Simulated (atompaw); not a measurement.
**Reading a pseudo-wave (lutetium (Lu))**

Columns: radius, all-electron u(r) and pseudo u(r) of the 6s shell (level -16.30 eV) of lutetium in the configuration [Xe] 4f14 5d1 6s0 6p0; PBEsol, scalar-relativistic, PAW (atompaw) scheme, atompaw 4.2.0.5.

```
r (bohr)  all-electron  pseudo
   0.115       -0.0778  0.0364
   0.231       -0.0194  0.0732
   0.346        0.1932  0.1097
   0.462        0.1409  0.1465
   0.577       -0.0408  0.1831
   0.692       -0.2087  0.2197
   0.808       -0.3076  0.2565
   0.923       -0.3317  0.2928
   1.038       -0.2972  0.3289
   1.154       -0.2220  0.3648
   1.269       -0.1240  0.3996
   1.385       -0.0147  0.4339
   1.500        0.0950  0.4666
   1.615        0.1997  0.4979
   1.731        0.2965  0.5277
   1.846        0.3813  0.5550
   1.962        0.4547  0.5802
   2.077        0.5152  0.6023
   2.192        0.5640  0.6214
   2.308        0.6019  0.6373
   2.423        0.6293  0.6494
   2.538        0.6475  0.6576
   2.654        0.6577  0.6619
   2.769        0.6607  0.6620
   2.885        0.6577  0.6578
   3.000        0.6495  0.6495
```

Problem. How many radial nodes do the two functions have?

Solution. The all-electron 6s function has n − l − 1 = 5 (the table is too coarse to show those close to the nucleus); the pseudo-wave has 0, since the states of the same l below it are removed with the core.

Problem. Is the pseudo-wave norm-conserving?

Solution. No, it belongs to a PAW set: the norm inside the radius is not constrained, and the difference is carried by the augmentation charge.
